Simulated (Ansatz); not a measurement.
Input for Ansatz (a quantum-chemistry and plane-wave program): R-PBE/def2-TZVPP on Cl2 (SMILES ClCl).

Ansatz 0.2 input:
```yaml
crystal:
  periodic: [false, false, false]
  atoms:
    - {symbol: Cl, position_ang: [0.00000000, 0.00000000, 1.00675153]}
    - {symbol: Cl, position_ang: [-0.00000000, -0.00000000, -1.00675153]}
basis:
  gaussian:
    orbitals: def2-TZVPP
hamiltonian:
  xc: {name: PBE}
scf: {lower_state_search: off}
```

The log:

```
WARN ansatz: RAYON_NUM_THREADS=4 ignored (pool sized by the plan → 4); use --threads N
Functional definition: PBE
these checks for a lower state are left out or cut short: stability, starts, cluster_reference, orbital_swaps, neighbouring_geometries, increment
integrals: 0.02 GiB planned
588 factors; their error is unknown
mean field: 0.19 GiB planned
mean field evaluation 1: about -25034.9339 eV, gradient 8.6e0 eV
mean field evaluation 2: about -25035.0290 eV, gradient 5.2e0 eV
mean field evaluation 4: about -25035.0724 eV, gradient 3.7e-2 eV
mean field evaluation 8: about -25035.0546 eV, gradient 2.3e-4 eV
mean field -25035.05456276 eV, -920.0212858119 hartree, gradient 1.1e-6 eV, S^2 0.000000; 0 other end points of the search recorded, 0 dependent functions left out
reference -25035.05458832 eV, -920.0212867512 hartree; 17, 17 occupied and 67, 67 virtual orbitals, 588 factors
Total energy: -25035.05458832 eV, -920.0212867512 hartree
Checks for a lower state left out: stability, starts, cluster_reference, orbital_swaps, neighbouring_geometries, increment
```

Self-consistency was reached.

Cost: roughly 0.8 core-seconds.
